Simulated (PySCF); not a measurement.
Coordinates in bohr (charge 0 multiplicity 2):
```
Pt    0.0000    0.0000   -0.0158
H     0.0000    0.0000    2.8163
H     2.9515   -0.9541    0.0844
H    -0.9541    2.9515    0.0844
H    -2.9515    0.9541    0.0844
H     0.9541   -2.9515    0.0844
```

Level of theory: UPBE0 in PySCF with Pt def2-TZVP with ECP60, H def2-TZVP; scalar-relativistic core potentials, no spin–orbit coupling; density-fitted integrals.

This geometry of PtH₅ is a stationary point at this level.

Problem. What is the point group?

Solution. C2v.

Problem. Is it a minimum?

Solution. No: it has 3 imaginary modes, at 521i cm⁻¹ (b2), 487i cm⁻¹ (b1), 309i cm⁻¹ (b1).

Problem. List the harmonic modes with their infrared intensities.

Solution. 
```json
{"symmetry": "b2", "ω (cm⁻¹)": "521i", "IR (km/mol)": "–", "type": "bend"}
{"symmetry": "b1", "ω (cm⁻¹)": "487i", "IR (km/mol)": "–", "type": "bend"}
{"symmetry": "b1", "ω (cm⁻¹)": "309i", "IR (km/mol)": "–", "type": "bend"}
{"symmetry": "a2", "ω (cm⁻¹)": "563", "IR (km/mol)": "0.0", "type": "bend"}
{"symmetry": "a1", "ω (cm⁻¹)": "626", "IR (km/mol)": "1.0", "type": "bend"}
{"symmetry": "b2", "ω (cm⁻¹)": "685", "IR (km/mol)": "56.0", "type": "bend"}
{"symmetry": "a1", "ω (cm⁻¹)": "727", "IR (km/mol)": "3.1", "type": "bend"}
{"symmetry": "b2", "ω (cm⁻¹)": "1611", "IR (km/mol)": "356", "type": "stretch"}
{"symmetry": "b1", "ω (cm⁻¹)": "1723", "IR (km/mol)": "30.4", "type": "stretch"}
{"symmetry": "a1", "ω (cm⁻¹)": "2102", "IR (km/mol)": "0.0", "type": "stretch"}
{"symmetry": "a2", "ω (cm⁻¹)": "2144", "IR (km/mol)": "0.0", "type": "stretch"}
{"symmetry": "a1", "ω (cm⁻¹)": "2563", "IR (km/mol)": "6.8", "type": "stretch"}
```

Problem. Give the atomic charges and bond orders.

Solution. 
```
    atom  Mulliken  Löwdin  polar tensor  spin (Mulliken)  Mayer order to Pt1
     Pt1     -0.17   -0.05          0.11             0.07                   –
      H2      0.13    0.09          0.10            -0.01                0.99
H3,4,5,6      0.01   -0.01         -0.05             0.23                0.64
```

In C2v the vibrations span 3b2 + 3b1 + 2a2 + 4a1. The a2 modes carry no infrared intensity, as symmetry demands.

This need not be the most stable arrangement of these atoms. Open d and f shells are described by one determinant, and the ground state may have another occupation or spin. At this level a doublet minimum of Cs symmetry lies 106 kJ/mol below this structure. Spin–orbit coupling, left out here, can matter for elements this heavy.
